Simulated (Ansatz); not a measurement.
BGeH₅O (SMILES B[O][GeH3]), singlet: a single point displaced at random from a GFN2-xTB minimum.

in.yaml

```yaml
crystal:
  periodic: [false, false, false]
  atoms:
    - {symbol: B, position_ang: [-0.744800, 0.868000, -1.167500]}
    - {symbol: O, position_ang: [-0.199100, -0.100100, -0.548600]}
    - {symbol: Ge, position_ang: [0.604300, -0.767100, 0.900800]}
    - {symbol: H, position_ang: [-1.141900, 0.645100, -2.217900]}
    - {symbol: H, position_ang: [-0.860400, 1.855700, -0.579300]}
    - {symbol: H, position_ang: [0.639700, 0.272900, 1.935900]}
    - {symbol: H, position_ang: [1.863600, -1.179900, 0.328100]}
    - {symbol: H, position_ang: [-0.288100, -1.899200, 1.295900]}
basis:
  gaussian: {orbitals: def2-TZVPP}
correlation: {method: ccsd_t}
output: {forces: true}
```

An equivalent command:

```bash
ansatz run in.yaml --threads 4 --pin off --events-out ev --progress --plain
```

The run's output (Ansatz 0.2.0):

```
Functional definition: HF
  name "HF"
  cite "Fock, Z. Phys. 61, 126 (1930) doi:10.1007/BF01340294"
  parent pbe
  exchange = exact_x
  correlation = 0
1086 factors; integrals over basis functions are off by at most 9.2e-4 eV
mean field evaluation 1: about -59260.6801 eV, gradient 3.8e1 eV
mean field evaluation 2: about -59260.8117 eV, gradient 3.8e1 eV
mean field evaluation 4: about -59263.6597 eV, gradient 3.2e0 eV
mean field evaluation 8: about -59263.6996 eV, gradient 1.1e-1 eV
mean field evaluation 16: about -59262.4783 eV, gradient 2.6e1 eV
mean field -59263.69970894 eV, -2177.9007939251 hartree, gradient 2.6e-6 eV, S^2 0.000000; 0 other end points of the search recorded, 0 dependent functions left out
11 core orbitals not correlated: weight in the atoms' cores, before any rotation towards them, 1.000 or more for the frozen orbitals, at most 0.000 for the correlated occupied ones
reference -59263.69970894 eV, -2177.9007939251 hartree; 14, 14 occupied and 155, 155 virtual orbitals, 1086 factors
second order -16.35232184 eV of doubles, -0.00000000 eV of singles
cycle   1  -16.44869199 eV  change   -9.6e-2 eV  update   9.8e-2
cycle   2  -16.96096123 eV  change   -5.1e-1 eV  update   2.9e-2
cycle   3  -17.05704318 eV  change   -9.6e-2 eV  update   1.5e-2
cycle   4  -17.04218926 eV  change    1.5e-2 eV  update   3.7e-3
cycle   5  -17.04220944 eV  change   -2.0e-5 eV  update   1.8e-3
cycle   6  -17.04261759 eV  change   -4.1e-4 eV  update   4.8e-4
cycle   7  -17.04243725 eV  change    1.8e-4 eV  update   1.8e-4
cycle   8  -17.04246408 eV  change   -2.7e-5 eV  update   5.7e-5
cycle   9  -17.04248332 eV  change   -1.9e-5 eV  update   2.1e-5
cycle  10  -17.04247677 eV  change    6.5e-6 eV  update   7.4e-6
perturbative correction -0.56284748 eV, -0.0206842634 hartree
the calculation of the forces begins
Total energy: -59281.30503319 eV, -2178.5477776580 hartree
Atom 0 at    -0.744800     0.868000    -1.167500 Å, force    -1.095362     1.921684    -0.376669 eV/Å
Atom 1 at    -0.199100    -0.100100    -0.548600 Å, force     1.833322    -3.646456     1.616872 eV/Å
Atom 2 at     0.604300    -0.767100     0.900800 Å, force    -1.485896     0.312481    -0.726576 eV/Å
Atom 3 at    -1.141900     0.645100    -2.217900 Å, force    -0.544960     0.114232    -1.506711 eV/Å
Atom 4 at    -0.860400     1.855700    -0.579300 Å, force    -0.264163     1.479739     0.228316 eV/Å
Atom 5 at     0.639700     0.272900     1.935900 Å, force     0.202192     0.826031     0.872690 eV/Å
Atom 6 at     1.863600    -1.179900     0.328100 Å, force     1.591331    -0.515061    -0.339078 eV/Å
Atom 7 at    -0.288100    -1.899200     1.295900 Å, force    -0.236464    -0.492651     0.231155 eV/Å
Dipole moment:     0.274012    -0.221444     0.412969 e Å
```

Hardware: 4 CPU threads, shared host. Wall time 2.7 min; peak host memory 3.3 GiB.
